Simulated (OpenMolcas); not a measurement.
# C II: effect of the active space

* Program: OpenMolcas
* Method: SS-CASPT2 or its RAS form, IPEA 0.25 Eh, imaginary shift 0.1 Eh
* Basis: ANO-RCC-VTZP
* Scalar Hamiltonian: DKH2, point nucleus
* Spin-orbit coupling: RASSI with atomic mean-field integrals over the reference wave functions, term energies averaged over their components

A. 3 electrons in 4 orbitals (2s 2p); 2S+1 = 4 odd, 1 root; 2S+1 = 2 odd, 11 roots; 2S+1 = 4 even, 3 roots; 2S+1 = 2 even, 9 roots; closed shells correlated: 1s; CASPT2 step about 2.1 core-seconds
B. 3 electrons in 8 orbitals (2s 2p 3s 3p); 2S+1 = 4 odd, 1 root; 2S+1 = 2 odd, 11 roots; 2S+1 = 4 even, 3 roots; 2S+1 = 2 even, 9 roots; closed shells correlated: 1s; CASPT2 step of the order of 5 core-seconds
C. 3 electrons in 9 orbitals (RAS2 2s 2p; RAS3 3d, at most 2 electrons); 2S+1 = 4 odd, 1 root; 2S+1 = 2 odd, 11 roots; 2S+1 = 4 even, 3 roots; 2S+1 = 2 even, 9 roots; closed shells correlated: 1s; CASPT2 step about 12 core-seconds

Energies in cm⁻¹ above 2s² 2p ²P°_1/2, the measured ground level; measured values from NIST Handbook of Basic Atomic Spectroscopic Data.

```tsv
Level	A	B	C	Measured
2s² 2p ²P°_1/2	0.0	0.0	0.0	0.0
2s² 2p ²P°_3/2	56.9	58.7	56.0	63.4
2s 2p² ⁴P_1/2	41300	41700	42210	43003
2s 2p² ⁴P_3/2	41320	41720	42230	43025
2s 2p² ⁴P_5/2	41360	41760	42270	43054
2s 2p² ²D_3/2	75050	74870	75010	74933
2s 2p² ²D_5/2	75050	74870	75010	74930
2s 2p² ²S_1/2	97430	97160	97710	96494
2s 2p² ²P_1/2	113160	111920	111660	110624
2s 2p² ²P_3/2	113200	111960	111700	110666
2p³ ⁴S°_3/2	140820	141170	141560	142027
```

Deviations, from unrounded energies. A percentage is the sum of absolute deviations over the sum of measured energies, with the sign that they share, or ± where signs differ.

| Against measurement | Levels | A | B | C |
| --- | --- | --- | --- | --- |
| mean absolute deviation (cm-1) | 10 | 1300 | 810 | 630 |
| fine structure of the ground term (%) | 1 | -10.2 | -7.5 | -11.7 |
| other configurations (%) | 9 | ±1.7 | ±1.1 | ±0.9 |

C lies closest to measurement on these levels and A furthest from it. The largest miss of C in the table is 2s 2p² ²S_1/2, by +1200 cm-1. The ranking rests on the paired levels alone, and a cruder setting can come out closer through cancelling errors.

Among A to C the level of the table that moves most is 2s 2p² ²P_3/2, by 1500 cm-1 (lowest in C, highest in A). Moves below CASPT2's spread within the term are not significant.

Term energies are means over components that CASPT2 splits; among the terms shown or strongly mixed into the levels shown the widest spread is 10 cm-1 (2s 2p² ²D, C). The run also gave levels led by 2s² 3p, which use shells meant for correlation; these and all levels above them are left out (holds for B). Active for correlation alone: 3d; no level in the range computed is led by a configuration that fills it, so any true level of that kind is missing (holds for C). Computed and measured levels are paired by configuration, term and J; levels that our copy of the source lacks, or whose pairing is in doubt (as where it misses far off the trend of its configuration), stay unpaired and out of the deviations. Only configurations of the active space appear. The table leaves out levels that lie high or whose names do not pair safely across all columns.

° marks odd parity.
